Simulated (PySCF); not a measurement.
Input of a response calculation (the driver script's job line, then coordinates in Å):

```
{"job": {"kind": "uv", "xc": "B3LYP", "basis": "def2-SVPD", "nstates": 8, "ntriplets": 3}, "charge": 0, "multiplicity": 1}
P      2.501466    -0.472813     1.219549
Si     0.981295     0.068625    -0.333453
C     -0.446656    -1.189651    -0.577404
C     -1.439144    -0.033559    -0.584033
Br    -3.143104    -0.420043     0.336325
C     -0.614556     1.067344     0.075573
H      3.183631     0.725257     1.107172
H      1.761121    -0.019146     2.298883
H      1.603630     0.501735    -1.590474
H     -0.488133    -1.815508    -1.464679
H     -0.584573    -1.834453     0.289615
H     -1.727425     0.238085    -1.598207
H     -0.775487     2.056442    -0.346214
H     -0.812742     1.127212     1.145181
```

Theory: TDDFT B3LYP/def2-SVPD, vertical, gas phase, core orbitals frozen in the response (PySCF 2.14.0, density-fitted response routines). Job line and output are in the format of a driver script around the code.

Question: Give the output without the SCF cycles.

Answer: 
```
converged SCF energy = -3323.6080315359

Static polarisability (au): isotropic 114.317, principal 93.198 98.473 151.280

Singlet excitations
state   eV       nm        f      main configurations
  1   5.4863    226.0   0.02743   H->L 0.80, H-2->L 0.09
  2   5.5557    223.2   0.01888   H-1->L 0.88
  3   6.0830    203.8   0.06354   H-2->L 0.63, H->L+1 0.14, H->L 0.08
  4   6.1566    201.4   0.04369   H->L+1 0.47, H-2->L 0.15, H->L+2 0.12
  5   6.3624    194.9   0.01414   H->L+2 0.67, H->L+1 0.17
  6   6.4372    192.6   0.00740   H-1->L+1 0.81
  7   6.5257    190.0   0.01656   H->L+3 0.71, H-3->L 0.09
  8   6.5700    188.7   0.01297   H-1->L+2 0.59, H-3->L 0.20

Triplet excitations (Tamm-Dancoff, eV): 4.9936 5.0545 5.3573
```

Isolated species at its GFN2-xTB geometry (one conformer only). Relativistic effects, spin–orbit coupling among them, are left out although an element past zinc is present.

H and L stand for HOMO and LUMO.

Shape of the structure used: `[PH2:1][Si@H:2]1[CH2:3][C@@H:4]([Br:5])[CH2:6]1`: H–P1–Si2–C3 -175°, H–P1–Si2–C3 -82°.
